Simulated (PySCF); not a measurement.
**Question.** Write Cartesian coordinates for `ClC(Cl)C1CCCC1` as optimised with GFN2-xTB.

**Answer.** 
```
atom  x, y, z in Å
Cl1    2.4223    1.6283    1.5847
C2     1.9111    0.7821    0.1033
Cl3    3.2725   -0.1970   -0.4918
C4     0.6985   -0.0861    0.3724
C5     0.2117   -0.8199   -0.8828
C6    -1.2474   -1.1167   -0.5583
C7    -1.7343    0.1829    0.0831
C8    -0.5168    0.7433    0.8384
H9     1.7148    1.5473   -0.6514
H10    0.9624   -0.8206    1.1381
H11    0.2739   -0.1554   -1.7462
H12    0.7942   -1.7145   -1.0913
H13   -1.3067   -1.9374    0.1575
H14   -1.8240   -1.3872   -1.4407
H15   -2.0473    0.8800   -0.6946
H16   -2.5819    0.0183    0.7456
H17   -0.3695    1.7977    0.6060
H18   -0.6421    0.6614    1.9164
```

Any rigid rotation of these coordinates is as good. Atoms count from 1 in this order. Of the pairs four or more bonds apart, Cl1···H17 is among the closest relative to their van der Waals radii: 2.96 Å, 100 % of the sum of Bondi's values. The 5-membered ring C4–C5–C6–C7–C8 has internal angles of 102.9° to 106.2°; it is puckered, 0.18 Å rms from its mean plane, widest ring torsion 42°. The C–C distances run from 1.515 Å (C2–C4, drawn single) to 1.543 Å (C4–C8, drawn single), a spread of 0.028 Å.

Bonds between heavy atoms (Å): Cl1–C2 1.781, C2–Cl3 1.779, C2–C4 1.515, C4–C5 1.533, C5–C6 1.524, C6–C7 1.529, C7–C8 1.538, C4–C8 1.543.

The geometry is computed with GFN2-xTB (gas phase).

Point group: C1 (no symmetry element, even within 0.4 Å). No GFN2-xTB frequencies stand behind this structure, so it isn't proved a minimum. One conformer, not necessarily the lowest (Cl1–C2–C4–C5 179°, C2–C4–C5–C6 -157°, C4–C5–C6–C7 42°, C5–C6–C7–C8 -33°, C6–C7–C8–C4 11°).
